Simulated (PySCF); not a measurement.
CH8FNSi2, SMILES C[SiH2][Si@@H](N)F. Atoms are numbered in the order given.

```xyz
13

C      1.9943     0.6382    -1.5571
Si     0.6817    -0.6326    -1.0625
Si    -0.3915     0.0492     0.9042
N     -1.1986     1.5326     0.5615
F     -1.3946    -1.1614     1.3913
H      2.4591     0.3778    -2.5214
H      1.5393     1.6375    -1.6476
H      2.7900     0.6957    -0.7970
H      1.2923    -1.9829    -0.8946
H     -0.3525    -0.7363    -2.1369
H      0.5050     0.3136     2.0598
H     -1.5371     2.1329     1.3106
H     -1.7842     1.6244    -0.2655
```
Charge 0, spin multiplicity 1.

Geometry: TPSSh-D3(BJ)/def2-SVP. The structure was generated by enumeration; whether it is a known compound was not checked. One conformer was computed; it need not be the lowest.

Two levels are set side by side: PBE/pcSseg-1 (PySCF) and KT2/pcSseg-1 (PySCF). GIAO shifts against CFCl3 (¹⁹F), NH3 (¹⁵N), TMS (²⁹Si), TMS (¹H), TMS (¹³C) at the same level; non-relativistic, no solvent, atoms listed together averaged. Differences are taken from unrounded values.

```tsv
quantity	PBE
δ(¹³C) of C1 (ppm)	-8.4
δ(²⁹Si) of Si2 (ppm)	-80.2
δ(²⁹Si) of Si3 (ppm)	-0.7
δ(¹⁵N) of N4 (ppm)	53.2
δ(¹⁹F) of F5 (ppm)	-165.1
δ(¹H) of H9, H10 (ppm)	4.03
δ(¹H) of H11 (ppm)	5.59
```

These are the PBE values. What does KT2 give? (Estimate from the structure and the level; the computed values follow.)


| quantity | KT2 | PBE minus KT2 |
|---|---|---|
| δ(¹³C) of C1 (ppm) | -8.0 | -0.4 |
| δ(²⁹Si) of Si2 (ppm) | -78.5 | -1.7 |
| δ(²⁹Si) of Si3 (ppm) | 0.7 | -1.4 |
| δ(¹⁵N) of N4 (ppm) | 51.3 | 1.9 |
| δ(¹⁹F) of F5 (ppm) | -169.8 | 4.8 |
| δ(¹H) of H9, H10 (ppm) | 4.01 | 0.02 |
| δ(¹H) of H11 (ppm) | 5.55 | 0.04 |

Rough cost on one machine, each run with all the roots and properties that it gave: KT2 against PBE within a factor of 2.
